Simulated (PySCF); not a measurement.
Computed shifts of a molecule C3H6O2Si, KT2/pcSseg-1 (PySCF), GIAO, gas phase, atoms alike by connectivity averaged where their shifts nearly agree, in ppm (number of nuclei): ¹³C: 212.7 (1), 78.3 (1), 69.0 (1). ²⁹Si: -29.0 (1). ¹H: 5.34 (1), 5.30 (1), 4.88 (2), 2.74 (1), 2.32 (1). References: ¹³C against TMS (σ = 185.1 ppm); ²⁹Si against TMS (σ = 361.9 ppm); ¹⁷O against H2O (σ = 330.4 ppm); ¹H against TMS (σ = 31.47 ppm), references at their B3LYP-D3(BJ)/def2-TZVP geometries, non-relativistic. The structure is a stationary point at PBE0-D3(BJ)/def2-SVP. Other conformers were not sampled.

### Question
Identify the compound among the candidates.
A. C=C=C[SiH](O)O
B. C=CC(=O)[SiH2]O
C. C=C1O[SiH](C)O1
D. C[Si@@]1(O)C=CO1

### Answer
A, C=C=C[SiH](O)O
